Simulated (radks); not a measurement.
Results of a calculation; reference values are marked as such.
Task: These are the eigenvalues of the occupied orbitals of an atom or ion with whole-number occupations (hartree). Code: a radial shooting solver on a logarithmic mesh with Libxc functionals. Model: Dirac Kohn-Sham, PBE, spin-unpolarised, spherical densities, finite nucleus; Fermi nuclear charge, rms radius of each element as measured or else 0.836 A^(1/3) + 0.57 fm.

orbital  eigenvalue
1s1/2     -804.1865
2s1/2     -146.5606
2p1/2     -138.2926
2p3/2     -133.8981
3s1/2     -50.32635
3p1/2     -47.31374
3p3/2     -46.36337
3d3/2     -41.61592

Which element is it, and in what charge state? The configuration may be excited. Open shells, if any, fill j = l - 1/2 first.

Result: Z = 43, technetium, charge +24: Tc24+ in [Ar] 3d1. The list shows which subshells hold electrons but not how many an open one holds; the 1s level, -804.19 hartree, gives Z - s = 40.1 by -(Z - s)^2/2, which with screening and relativity narrows Z to a few neighbours, and the depths of the outer levels then fix element, charge and occupations together.
